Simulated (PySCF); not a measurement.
Ionisation energy of Se²⁺ by level of theory

Se²⁺ [Ar] 3d10 4s2 4p2 (3P) → Se³⁺ [Ar] 3d10 4s2 4p1 (2P), as a difference of total energies. Computed with PySCF 2.14 in aug-cc-pVTZ-PP with ECP10MDF (6s5p4d2f, 55 functions), with scalar relativity through the core potential. Correlated levels: valence: 3s2 3p6 3d10 frozen. The calculations carry no spin-orbit coupling.

| method | ionisation energy (eV) | difference from reference (eV) |
| --- | --- | --- |
| UHF | 30.996 | -0.701 |
| MP2 (valence) | 31.393 | -0.304 |
| SCS-MP2 (valence) | 31.317 | -0.380 |
| CCSD (valence) | 31.428 | -0.269 |
| CCSD(T) (valence) | 31.451 | -0.246 |

Reference: 31.697 ± 0.019 eV (measured; NIST Atomic Spectra Database, ionization energies).

The reference lies between the lowest fine-structure levels, while these numbers refer to the centres of the terms.

Errors of the correlated levels include the incompleteness of this basis and the frozen core.
